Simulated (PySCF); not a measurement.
C2H4N2OSi, SMILES [SiH]1(N=CC=N1)O. Atoms are numbered in the order given.

```xyz
10

O      2.0650     0.5197     0.0000
Si     0.7094    -0.4204     0.0000
N     -0.4380    -0.0783     1.3445
C     -1.5423     0.1935     0.7683
C     -1.5423     0.1935    -0.7683
N     -0.4380    -0.0783    -1.3445
H      1.9621     1.4787     0.0000
H      1.1622    -1.8241     0.0000
H     -2.4681     0.4235     1.3250
H     -2.4681     0.4235    -1.3250
```
Charge 0, spin multiplicity 1.

The structure is a stationary point at B3LYP-D3(BJ)/def2-SVP. The structure was generated by enumeration, and PubChem lists no compound with its InChIKey, so it may never have been made. The values are those of a single conformer.

Level of theory: PySCF with M06-2X/def2-TZVP.

Gas-phase values at a fixed geometry.

| Property | Value |
|---|---|
| total energy | -552.88147 hartree |
| point group | Cs |
| highest occupied level | -9.07 eV |
| lowest empty level | -1.53 eV |
| orbital gap | 7.54 eV |
| dipole moment | 2.37 D |
| quadrupole, principal values (traceless, Buckingham form, about the centre of nuclear charge) | -12.12, 5.13, 6.99 D·Å |
| mean static polarisability | 56.7 bohr³ (8.40 Å³) |
| polarisability, principal values | 43.3, 54.1, 72.6 bohr³ |
